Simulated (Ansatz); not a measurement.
Input for Ansatz (a quantum-chemistry and plane-wave program): R-CCSD(T)/def2-QZVPP on HSn+, 2S+1 = 1, a spin state set in the input, which need not be the lowest, a point of a bond scan (R = 1.768 Å). Charge +1. Elements past Kr take the def2 small-core potentials; no spin–orbit coupling. Files ending in .json are basis or fitting sets from the Basis Set Exchange.

Ansatz 0.2 input:
```yaml
crystal:
  periodic: [false, false, false]
  atoms:
    - {symbol: Sn, position_ang: [0.00000000, 0.00000000, 0.00000000]}
    - {symbol: H, position_ang: [0.00000000, 0.00000000, 1.76791000]}
basis:
  gaussian:
    orbitals: def2-QZVPP.json
    pivot_positions_ang: [[0.00000000, 0.00000000, 0.00000000], [0.00000000, 0.00000000, 1.76791000]]
total_charge: 1
magnetization: {spin_polarized: false}
correlation: {method: ccsd_t, electrons: valence}
output: {orbitals: {seedname: ./end}}
```

Give the final energy of this run.

-214.1288 hartree (reference determinant -213.6572, T1 diagnostic 0.012).
